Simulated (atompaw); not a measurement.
**Varying the PAW (atompaw) potential for Pd**

Base potential:

- Element: Pd (Z = 46)
- Generator: atompaw 4.2.0.5
- Type: PAW
- Functional: LDA (PW92)
- Relativity: scalar-relativistic
- Frozen core: [Ar] 3d10
- Valence charge: 18
- Reference configuration: 4s2 4p6 4d9.75 5s0 5p0 (charge +0.25)
- Partial waves: 4s (bound): rc 1.20 bohr; 5s (bound, empty): rc 2.05 bohr; 4p (bound): rc 1.35 bohr; 5p (bound, empty): rc 2.05 bohr; 4d (bound): rc 1.75 bohr; 4d channel at -0.15 Ry: rc 1.75 bohr; 4f channel at 0.25 Ry: rc 1.80 bohr; 4f channel at 1.8 Ry: rc 2.05 bohr
- Local potential: bessel scheme, radius 1.80 bohr
- Core correction: smooth core density matched at 1.55 bohr
- Augmentation charge: sinc compensation charge, radius 1.80 bohr; PAW radius 2.05 bohr; waves and projectors: custom polynom vanderbiltortho

Cutoffs, loose and tight: the cutoffs (Ry, on a coarse ladder) from which the occupation-weighted sum of valence levels, in a spherical-Bessel basis at the reference potential, stays within 10 and 1 mRy of its value at 400 Ry. They see the waves, projectors and local potential, not the compensation charge or the core. A dash means not determined.

```csv
change,outcome,"cutoff, loose","cutoff, tight",bound ghosts
base,generated,55 Ry,90 Ry,none
"augmentation sinc compensation charge, radius 1.80 bohr; PAW radius 2.05 bohr; waves and projectors: custom rrkj gramschmidtortho",generated,50 Ry,90 Ry,none
core correction smooth core density matched at 2.02 bohr,generated,55 Ry,90 Ry,none
wave 4p (bound): rc 1.35 bohr becomes 4p (bound): rc 1.24 bohr,generated,50 Ry,90 Ry,none
reference 4s2 4p6 4d9 5s0 5p0,generated,55 Ry,90 Ry,none
"augmentation sinc compensation charge, radius 1.06 bohr; PAW radius 2.05 bohr; waves and projectors: custom polynom vanderbiltortho",generated,55 Ry,90 Ry,none
```

(1) What comes out with this change to the base: local potential bessel scheme, radius 1.02 bohr?

## Answers

(1) outcome: generated; cutoff, loose: 55 Ry; cutoff, tight: 80 Ry; bound ghosts: none.
